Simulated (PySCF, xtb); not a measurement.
C₃H₇FOSi, SMILES C[SiH2]O/C=C\F. One conformer was computed; it need not be the lowest.

Harmonic wavenumbers (cm⁻¹) from xtb with GFN2-xTB at its own minimum, in rising order: 21, 88, 88, 105, 200, 251, 454, 480, 608, 617, 706, 751, 787, 812, 826, 826, 842, 868, 1045, 1142, 1261, 1309, 1374, 1478, 1483, 1721, 2203, 2240, 3035, 3040, 3042, 3059, 3111.

Q: What does B3LYP-D3(BJ)/def2-SVP (PySCF) give at its own minimum? (Estimate from the structure and the level; the computed values follow.)

A: 30, 53, 99, 152, 224, 255, 500, 515, 637, 711, 723, 759, 771, 872, 878, 881, 940, 983, 1087, 1187, 1277, 1306, 1412, 1428, 1435, 1781, 2203, 2216, 3035, 3127, 3135, 3141, 3218. Paired by order, the mean absolute difference is 44 cm⁻¹ and the zero-point energies are 57.0 and 58.6 kcal/mol.
